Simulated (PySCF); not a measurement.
Molecule: trihydroxy(propan-2-yl)silane, C3H10O3Si (charge 0, singlet). 
Structure (B3LYP-D3(BJ)/def2-TZVP (Ansatz) minimum search):
```xyz
17

C     -1.1894     1.7328    -0.8032
C     -1.1859     0.3339    -0.1699
C     -1.8312    -0.6961    -1.1083
Si     0.5281    -0.1845     0.3602
O      1.4106    -0.2422    -1.0338
O      1.1964     0.8307     1.4665
O      0.5495    -1.6194     1.1613
H     -0.5813     1.7544    -1.7100
H     -0.8002     2.4909    -0.1194
H     -2.2043     2.0336    -1.0770
H     -1.7777     0.3747     0.7522
H     -2.8450    -0.3917    -1.3821
H     -1.2560    -0.8010    -2.0305
H     -1.9040    -1.6824    -0.6437
H      2.3324    -0.5053    -0.9665
H      1.3801     1.7294     1.1855
H      0.2494    -2.3958     0.6841
```
Charge 0, spin multiplicity 1.

Dispersion corrections to the total energy (kcal/mol) from the dftd3 and dftd4 libraries through PySCF: D3(BJ) without and D4 with the three-body term, each with the damping fitted for the functional named.

| functional | D3(BJ) | D4 |
|---|---|---|
| B2PLYP | -7.50 | -6.65 |
| TPSS | -11.83 | -12.75 |
| B2GP-PLYP | -5.88 | ___ |
| B3LYP | -16.04 | ___ |
| BP86 | -14.86 | -12.67 |
| HSE06 | -6.30 | -7.47 |
| PW6B95 | -4.80 | ___ |

**Question.** Fill in the missing entries.

**Answer.** 
- B2GP-PLYP, D4: -4.05
- B3LYP, D4: -15.05
- PW6B95, D4: -7.97
